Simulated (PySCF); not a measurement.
Cl2FHNNb, SMILES [Nb]([Cl])([F])([Cl])=[NH], multiplicity 1. Heavy atoms are numbered as in [Nb:1](=[NH:2])([F:4])([Cl:5])[Cl:6]. Hydrogens are named by the atom that carries them.

The structure is a stationary point at B3LYP-D3(BJ)/def2-SVP. The multiplicity is an assumed one; no other spin state was optimised. The structure was generated by enumeration; whether it is a known compound was not checked. The def2 effective core potentials stand for the cores of Nb; spin–orbit coupling is left out.

Computed with PySCF with PBE0/def2-TZVP.

ESP charges are fitted to the potential on shells at 1.4 to 2.0 van der Waals radii. Atomic charges (e), one atom of each kind:

| atom | Löwdin | ESP fit |
|---|---|---|
| Nb1 | [?] | 0.83 |
| N2 (NH) | -0.32 | -0.67 |
| H on N2 | [?] | 0.41 |
| F4 | [?] | -0.23 |
| Cl5 | 0.06 | -0.17 |

Question: What belongs in the gaps? (The exact figures need the calculation; the answer reports its results.)

Answer: 
- Nb1, Löwdin: 0.27
- H on N2, Löwdin: 0.16
- F4, Löwdin: -0.24
